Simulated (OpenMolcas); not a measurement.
# Cu4+: moving or changing the point charges

Cu4+ among 6 point charges of -2 e arranged as a trigonal antiprism (D3d), 1.84 Å from the ion, with a polar angle of 47.1° against the regular 54.74°.

```json
{
 "Program": "OpenMolcas 26.06",
 "Method": "CASSCF",
 "Basis": "ANO-RCC-VDZP [5s4p2d1f]",
 "Scalar Hamiltonian": "DKH2, point nucleus",
 "Active space": "7 electrons in 5 orbitals (3d)",
 "State averaging": "2S+1 = 4 even, 10 roots; 2S+1 = 2 even, 40 roots",
 "Spin-orbit coupling": "state interaction with AMFI integrals over the reference wave functions"
}
```

Runs around this geometry, states (labels of D3, the rotations of D3d). Energies in cm-1 above the lowest state or level, χT in cm3 K/mol.

| R (Å) | q (e) | Polar angle / regular | Ground state | First state of that spin | First gap with spin-orbit (degeneracies) | χT at 300 K | First state of another spin |
| --- | --- | --- | --- | --- | --- | --- | --- |
| 1.84 | -1.6 | 0.86 | 4A2 | 4E 417.1 | 159.6 (2, 2) | 4.641 | 2E 24614 |
| 1.76 | -2 | 0.86 | 4A2 | 4E 704.8 | 190.9 (2, 2) | 4.184 | 2E 24305 |
| 1.84 | -2 | 0.86 | 4A2 | 4E 583.3 | 160.6 (2, 2) | 4.427 | 2E 24525 |
| 1.98 | -2 | 0.86 | 4A2 | 4E 453.6 | 88.2 (2, 2) | 4.770 | 2E 24635 |
| 1.84 | -2 | 0.93 | 4A2 | 4E 191.8 | 418.9 (2, 2) | 4.268 | 2E 24534 |

Taking the first state of the same spin as R^-n, n = -ln(453.6 / 704.8) / ln(1.98 / 1.76) = 3.7 between the shortest and longest distance.

Scaling the charges by -1.6 / -2 = 0.80 scales the first state of the same spin by 417.1 / 583.3 = 0.72; with fixed orbitals a first-order splitting would follow the charge.

Without dynamic correlation the repulsion within the d shell is too large (B by tens of per cent), so at a given field states of lower spin stand too high. Point charges give a weaker field than real ligands, and real ions of this kind are often low spin; the high spin found here belongs to the model. Spin-orbit coupling mixes the spin-free states strongly: the lowest level takes only 58 % from its leading state, 4E, which lies 417 cm-1 above the lowest spin-free state (figures for R = 1.84, q = -1.6, ratio = 0.86; the like holds for R = 1.76, q = -2, ratio = 0.86, R = 1.84, q = -2, ratio = 0.86, R = 1.98, q = -2, ratio = 0.86, R = 1.84, q = -2, ratio = 0.93). The ground term spreads over less than 5000 cm-1, several times less than with real ligands, so orbital moments are less quenched and χT lies further from the spin-only value than at real sites (holds for R = 1.84, q = -1.6, ratio = 0.86; R = 1.98, q = -2, ratio = 0.86). Point charges carry no covalency, so the field is a model and not that of real ligands. No measured value stands beside these numbers.
